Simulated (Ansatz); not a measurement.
`CN[Si](NC)(NC)NC`, charge 0, multiplicity 1.

Q: Give a relaxed structure at PBE0-D4/def2-TZVP (Ansatz). (An estimate is asked.)

A: Ansatz gave: 
Z-matrix (Å, degrees):
```
C
N 1 1.444
H 1 1.096 2 111.8
H 1 1.092 2 109.1 3 -118.5
H 1 1.099 2 113.4 3 121.8
Si 2 1.713 1 126.2 3 138.8
H 2 1.007 1 114.2 3 -58.0
N 6 1.716 2 112.0 1 72.1
N 6 1.715 2 105.2 1 -49.0
N 6 1.713 2 111.2 1 -171.4
C 8 1.445 6 125.2 2 179.4
H 8 1.008 6 116.6 2 -26.5
C 9 1.443 6 127.2 2 -44.4
H 9 1.007 6 117.8 2 148.7
C 10 1.443 6 125.8 2 79.7
H 10 1.007 6 117.6 2 -81.8
H 11 1.092 8 109.1 6 -29.3
H 11 1.100 8 113.7 6 90.7
H 11 1.095 8 111.5 6 -147.5
H 13 1.097 9 111.9 6 133.4
H 13 1.092 9 109.2 6 14.9
H 13 1.098 9 113.4 6 -104.8
H 15 1.099 10 113.8 6 -92.7
H 15 1.092 10 109.4 6 27.3
H 15 1.095 10 111.5 6 145.3
```
This is one stationary point; other conformers may exist.
